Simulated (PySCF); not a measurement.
**Working out the ionisation energy of Ar(11+)**

Ar(11+) [He] 2s2 2p3 (4S) → Ar(12+) [He] 2s2 2p2 (3P). Computed with PySCF 2.14 in an uncontracted even-tempered set (20 s from 1.6 bohr⁻², ratio 2.2; 11 p from 2 bohr⁻², ratio 2.2; 6 d from 10 bohr⁻², ratio 2.4; 5 f from 15 bohr⁻², ratio 2.4; 5 g from 22 bohr⁻², ratio 2.4), with the spin-free X2C one-electron Hamiltonian (Gaussian nucleus). Frozen: nothing; the 13 highest virtual orbitals dropped. Energies in hartree (1 hartree = 27.21139 eV):

| part | Ar(11+) (lower) | Ar(12+) (upper) |
| --- | --- | --- |
| UHF | -454.917469 | -432.102736 |
| MP2 opposite-spin | -0.152690 | -0.157020 |
| MP2 same-spin | -0.045686 | -0.025613 |

Task: What does Hartree-Fock give?

Result: (-432.102736) − (-454.917469) = 22.814733 hartree = 620.821 eV.

Task: What do MP2 and SCS-MP2 (6/5 opposite-spin, 1/3 same-spin) give?

Result: The opposite-spin parts differ by -0.118 eV and the same-spin parts by 0.546 eV. MP2: 620.821 + (-0.118) + (0.546) = 621.249 eV. SCS-MP2: 620.821 + 1.2 × (-0.118) + (0.546)/3 = 620.861 eV.

A first-order spin-orbit estimate adds -1.797 eV to MP2 (all electrons), giving 619.452 eV against 619 ± 0.4 eV (semi-empirical (NIST evaluation); NIST Atomic Spectra Database, ionization energies).

What remains against the reference includes basis incompleteness and correlation beyond second order.
